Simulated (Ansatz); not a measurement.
Total energies of ZrF2Cl2 (ZrCl₂F₂) from Ansatz at PBE0-D4/def2-TZVP, gas phase (1 Eh = 27.2114 eV = 2625.5 kJ/mol). The reference geometry is relaxed at r2SCAN-D4/def2-SVP.

```xyz
5

Zr    0.006    0.080   -0.040
F     1.454    0.676   -1.098
F    -1.283    1.460    0.029
Cl    0.764   -0.389    2.126
Cl   -0.942   -1.826   -1.017
```

| state | geometry | energy (Eh) |
| --- | --- | --- |
| charge 0 singlet | reference | -1167.09561 |
| charge 1 doublet | reference | -1166.65762 |
| free Zr atom (triplet) | – | -46.88229 |
| free F atom (doublet) | – | -99.67617 |
| free Cl atom (doublet) | – | -459.99739 |

In the def2 sets Zr takes a core potential; there is no spin–orbit coupling.

**Question.** Work out the vertical ionisation energy to the doublet.

**Answer.** E(charge 1 doublet) − E(charge 0 singlet) = -1166.65762 − (-1167.09561) = 0.43799 Eh = 11.92 eV. For comparison, −ε of the highest occupied level is 9.82 eV at this level, 2.10 eV less.

**Question.** What is the binding energy per atom against free atoms?

**Answer.** Atoms: 1 × (-46.88229) + 2 × (-99.67617) + 2 × (-459.99739) = -1166.22941 Eh. Binding: -1166.22941 − (-1167.09561) = 0.86620 Eh = 23.57 eV, or 4.71 eV for each of 5 atoms (no zero-point energy, no counterpoise term).
